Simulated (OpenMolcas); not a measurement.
# 5d⁵ along the 73-electron sequence

```
Program             : OpenMolcas
Method              : MS-CASPT2, IPEA 0.25 Eh, imaginary shift 0.1 Eh
Basis               : ANO-RCC-VQZP
Scalar Hamiltonian  : DKH2, point nucleus
Spin-orbit coupling : RASSI with atomic mean-field integrals over the reference wave functions, term energies averaged over their components
```

Active space for each ion: 5 electrons in 5 orbitals (5d); closed shells correlated by CASPT2: 5s 5p.

Computed levels in cm-1 above ⁶S_5/2:

| Level | Re2+ | Os3+ | Ir4+ | Pt5+ | Au6+ |
| --- | --- | --- | --- | --- | --- |
| ⁴G_7/2 | 18370 | 21010 | 23340 | 25500 | 27580 |
| ⁴G_11/2 | 19240 | 22090 | 24700 | 27180 | 29610 |
| ⁴G_9/2 | 19750 | 22820 | 25690 | 28460 | 31240 |
| ⁴P_1/2 | 20870 | 24380 | 27480 | 30430 | 33370 |
| ⁴D_7/2 | 22790 | 26870 | 30620 | 34310 | 38090 |
| ⁴D_1/2 | 25590 | 30480 | 35060 | 39690 | 44560 |
| ²I_11/2 | 28010 | 32220 | 36260 | 40340 | 44620 |
| ²I_13/2 | 30340 | 35160 | 39840 | 44590 | 49540 |
| ²H_9/2 | 35110 | 40860 | 46250 | 51600 | 57150 |
| weight of ⁶S in the lowest level (%) | 90 | 88 | 85 | 81 | 77 |

Mixed levels, with the weight of the term that names them: Re2+ ⁴G_7/2 (70 %), Re2+ ⁴P_1/2 (59 %), Re2+ ⁴D_7/2 (73 %), Re2+ ⁴D_1/2 (62 %), Re2+ ²H_9/2 (51 %), Os3+ ⁴G_7/2 (67 %), Os3+ ⁴P_1/2 (60 %), Os3+ ⁴D_7/2 (70 %), Os3+ ⁴D_1/2 (64 %), Os3+ ²H_9/2 (51 %), Ir4+ ⁴G_7/2 (64 %), Ir4+ ⁴P_1/2 (59 %), Ir4+ ⁴D_7/2 (66 %), Ir4+ ⁴D_1/2 (65 %), Ir4+ ²I_11/2 (73 %), Ir4+ ²H_9/2 (51 %), Pt5+ ⁴G_7/2 (60 %), Pt5+ ⁴P_1/2 (59 %), Pt5+ ⁴D_7/2 (61 %), Pt5+ ⁴D_1/2 (66 %), Pt5+ ²I_11/2 (71 %), Pt5+ ²H_9/2 (51 %), Au6+ ⁴G_7/2 (56 %), Au6+ ⁴G_11/2 (71 %), Au6+ ⁴P_1/2 (59 %), Au6+ ⁴D_7/2 (54 %), Au6+ ⁴D_1/2 (67 %), Au6+ ²I_11/2 (68 %), Au6+ ²H_9/2 (51 %).

Measured, with the error of the calculation in %. Measured levels: Re2+ from the list in Brasseur, Gamrath and Quinet, At. Data Nucl. Data Tables 157, 101636 (2024).

```
  Level           Re2+
 ⁴G_7/2   16890 (+8.7)
⁴G_11/2   18020 (+6.8)
 ⁴G_9/2   18346 (+7.6)
 ⁴D_7/2  20453 (+11.4)
²I_11/2   26170 (+7.0)
²I_13/2   28588 (+6.1)
```

⁴G_7/2 changes by a factor of 1.5 over the same range, with steps per unit of Z of +2640, +2330, +2160, +2080 cm-1.

CASPT2 does not keep the components of a term degenerate, so their means are used; among the terms shown or strongly mixed into the levels shown the widest spread is 760 cm-1 (5d⁵ ⁴F, Os3+). Blocks of more than 70 roots (2S+1 = 2 even) ran without multistate coupling. Configurations with an s electron lie low in 5d ions of this charge, fall among these levels and mix in, so low-spin terms can stand far too high, up to twice their true height, and weights are not those of the real levels (holds for Re2+). The CASPT2 spread within a term exceeds the gap to the next term for 5d⁵ ⁴F and 5d⁵ ²F(1), so the order of their levels is uncertain, and so are names and mixing where such terms share a J (holds for Re2+; Os3+). Measured partners are found by configuration, term and J. A level has none where our copy of the source lacks it or the pairing is in doubt (some pairs that miss far off the trend of their configuration count as doubtful), and it then counts in no deviation. Levels of configurations outside the active space are missing.

A number in round brackets counts repeated terms of one configuration in the order of the reference energies.
